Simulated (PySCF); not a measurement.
Isomers of C3H11NOSi3, one GFN2-xTB conformer each. Single-point energies are computed at PBE0/pcSseg-1 (PySCF, gas phase, no added dispersion term), electronic only.

**Question.** Rank them by PBE0/pcSseg-1 energy, lowest first (kcal/mol).
A. `[CH2:1]=[CH:2][C:3](=[O:4])[SiH2:5][N:6]([SiH3:7])[SiH3:8]` with C1–C2–C3–O4 178°, C2–C3–Si5–N6 -178°, C3–Si5–N6–Si7 174°
B. `[CH3:1][CH2:2][O:3][Si@H:4]([C:5]#[N:6])[SiH2:7][SiH3:8]` with C1–C2–O3–Si4 -171°, C2–O3–Si4–C5 -56°, O3–Si4–Si7–Si8 30°
C. `[CH3:1][SiH2:2][O:3][Si@H:4]1[CH:5]=[CH:6][SiH2:7][NH:8]1` with C1–Si2–O3–Si4 -4°, Si2–O3–Si4–C5 -53°
D. `[NH2:1][CH2:2][C@@H:3]1[SiH2:4][SiH2:5][SiH2:6][C:7]1=[O:8]` with H–N1–C2–C3 -151° and 89°, N1–C2–C3–Si4 30°, C2–C3–Si4–Si5 -87°, C3–Si4–Si5–Si6 -9°, Si4–Si5–Si6–C7 -12°, Si5–Si6–C7–O8 -126°

**Answer.** C (0.0), B (75.4), A (78.4), D (94.0).

As drawn, the lowest has an Si–O bond and a C=C bond outside aromatic rings, which the highest lacks; the highest has a C=O bond and an Si–Si bond, which the lowest lacks. GFN2-xTB itself gives, in the same order: 0.0, 81.7, 57.7, 108.2. Both levels put the same isomer lowest; measured from each level's own lowest isomer, the values differ by up to 20.7 kcal/mol (C=CC(=O)[SiH2]N([SiH3])[SiH3]: 57.7 against 78.4).

**Question.** Which frontier levels, dipoles and rotational constants go with these structures?

**Answer.** 
| SMILES | HOMO (eV, PBE0/pcSseg-1) | LUMO (eV) | dipole (D) | A, B, C (MHz) |
| --- | --- | --- | --- | --- |
| C[SiH2]O[Si@H]1C=C[SiH2]N1 | -7.42 | -0.77 | 1.24 | 1994, 797.4, 724.3 |
| CCO[Si@H](C#N)[SiH2][SiH3] | -8.59 | -1.37 | 3.59 | 1094, 803.7, 561.9 |
| C=CC(=O)[SiH2]N([SiH3])[SiH3] | -7.35 | -2.41 | 3.65 | 2183, 747.4, 568.9 |
| NC[C@@H]1[SiH2][SiH2][SiH2]C1=O | -6.53 | -1.31 | 4.14 | 1300, 1228, 968.9 |
